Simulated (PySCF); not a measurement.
`CO[Si@H](O)CO/C=C\F`: 4 charge schemes on one density

Species: C₄H₉FO₃Si.
Numbering: `[CH3:1][O:2][Si@H:3]([OH:4])[CH2:5][O:6]/[CH:7]=[CH:8]\[F:9]` (hydrogens: H10, H11, H12 on C1; H13 on Si3; H14 on O4; H15, H16 on C5; H17 on C7; H18 on C8)

Geometry (GFN2-xTB, Å), atoms numbered from 1 in this order:
```
atom  x, y, z in Å
C1    -3.406    0.977    0.353
O2    -2.014    0.951    0.204
Si3   -1.114   -0.247   -0.392
O4    -1.482   -1.625    0.393
C5     0.687    0.260   -0.060
O6     1.444   -0.914   -0.367
C7     2.785   -0.854   -0.273
C8     3.608    0.119    0.096
F9     3.238    1.362    0.485
H10   -3.673    1.912    0.846
H11   -3.896    0.926   -0.621
H12   -3.741    0.132    0.956
H13   -1.334   -0.455   -1.825
H14   -0.894   -2.374    0.351
H15    1.012    1.085   -0.695
H16    0.863    0.553    0.978
H17    3.230   -1.799   -0.557
H18    4.678   -0.003    0.118
```

Density: PBE0/pcSseg-1 (PySCF); schemes: Mulliken, IAO, Hirshfeld and ESP-fitted. Geometry: GFN2-xTB, one conformer, isolated molecule.

Question: At which atom do the 4 schemes differ most?

Answer: At Si3: from +0.459 (Hirshfeld) to +1.363 e (IAO), 0.904 e apart.

Question: For which atoms does the sign change between the 4 schemes (beyond +0.03 e in one, beyond −0.03 e in another)?

Answer: C7.

Question: Tabulate the Mulliken, IAO, Hirshfeld and ESP-fitted charges.

Answer: In e:

```csv
atom,environment,Mulliken,IAO,Hirshfeld,ESP-fitted
C1,methoxy carbon,-0.005,-0.198,-0.029,-0.075
O2,silyl ether oxygen,-0.637,-0.643,-0.228,-0.393
Si3,oxygen-bound silicon,+1.110,+1.363,+0.459,+0.705
O4,silanol oxygen,-0.564,-0.803,-0.313,-0.619
C5,sp3 carbon bound to oxygen,-0.271,-0.383,-0.097,-0.370
O6,ether oxygen,-0.501,-0.338,-0.112,-0.112
C7,vinylic carbon bearing oxygen,+0.097,+0.003,0.000,-0.175
C8,vinylic C–F carbon,+0.127,+0.032,-0.007,-0.003
F9,vinyl fluorine,-0.290,-0.282,-0.088,-0.165
H10,methyl hydrogen,+0.118,+0.155,+0.051,+0.091
H11,methyl hydrogen,+0.098,+0.131,+0.043,+0.086
H12,methyl hydrogen,+0.111,+0.140,+0.045,+0.100
H13,Si–H hydrogen,-0.166,-0.193,-0.094,-0.135
H14,hydroxyl hydrogen,+0.251,+0.375,+0.177,+0.392
H15,methylene hydrogen,+0.144,+0.153,+0.038,+0.182
H16,methylene hydrogen,+0.149,+0.153,+0.040,+0.201
H17,vinylic hydrogen,+0.121,+0.173,+0.058,+0.156
H18,vinylic hydrogen,+0.108,+0.163,+0.056,+0.135
```

Mean size of the charges over all atoms: IAO 0.316 e, Mulliken 0.270 e, ESP-fitted 0.227 e, Hirshfeld 0.107 e. Each set sums to the total charge, 0, to within 0.001 e. The ESP scheme fits charges at the nuclei, held to the total charge, to the electrostatic potential on points at 1.4 to 2.0 times the van der Waals radii.

Question: How many electrons does the IAO scheme count on Si3?

Answer: Z − q = 14 − (+1.363) = 12.637.

Question: How closely do the schemes follow one another over all atoms?

Answer: Correlation coefficient and root-mean-square difference: IAO with Hirshfeld 0.99, 0.294 e; Mulliken with IAO 0.98, 0.116 e; Mulliken with Hirshfeld 0.97, 0.231 e; Hirshfeld with ESP-fitted 0.96, 0.151 e; IAO with ESP-fitted 0.95, 0.191 e; Mulliken with ESP-fitted 0.90, 0.171 e.
